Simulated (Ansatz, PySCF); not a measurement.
Dimer: H2O (SMILES O) (first 3 atoms) with GeH4 (SMILES [GeH4]); geometry from B3LYP-D3(BJ)/def2-TZVP, rigid monomers moved along the line of their centres of mass till O1···Ge4 is 4.58 Å.
(charge 0, multiplicity 1):
| atom | x (Å) | y (Å) | z (Å) |
|---|---|---|---|
| O | 0.2621 | -0.1240 | 0.4007 |
| H | -0.6530 | 0.0334 | 0.1450 |
| H | 0.7021 | 0.7273 | 0.3054 |
| Ge | -0.3274 | -0.0408 | 4.9465 |
| H | -0.5574 | 0.0430 | 6.4681 |
| H | -0.7572 | 1.2972 | 4.3233 |
| H | -1.1805 | -1.1804 | 4.3766 |
| H | 1.1607 | -0.2911 | 4.6782 |

Monomers are frozen at their geometry in the pair; levels with a basis set take the counterpoise correction.

Frozen-core correlation. Filled d and f shells under p-block atoms count as core. CBS(a, b) extrapolates the correlation energy as X⁻³ and adds the Hartree–Fock energy of set b.

Run with Ansatz (a quantum-chemistry and plane-wave program) with Gaussian orbitals; PySCF for the dispersion terms. Values without a source in brackets are computed.

PBE/def2-TZVPPD gives -13.7 meV for the interaction energy.

Problem. Predict the shift from PBE, with its sign, for: PBE-D3(BJ)/def2-TZVPPD, r2SCAN/def2-TZVPPD, PBE0/def2-TZVPPD, wB97M-V/def2-TZVPPD, MP2/CBS(aug-cc-pVDZ, aug-cc-pVTZ), CCSD(T)/CBS(aug-cc-pVDZ, aug-cc-pVTZ).

Solution. PBE-D3(BJ)/def2-TZVPPD -8.3; r2SCAN/def2-TZVPPD -0.5; PBE0/def2-TZVPPD 1.6; wB97M-V/def2-TZVPPD -5.2; MP2/CBS(aug-cc-pVDZ, aug-cc-pVTZ) -4.6; CCSD(T)/CBS(aug-cc-pVDZ, aug-cc-pVTZ) -5.3 meV. 1 of 6 lie above PBE; the widest gap is to PBE-D3(BJ)/def2-TZVPPD.
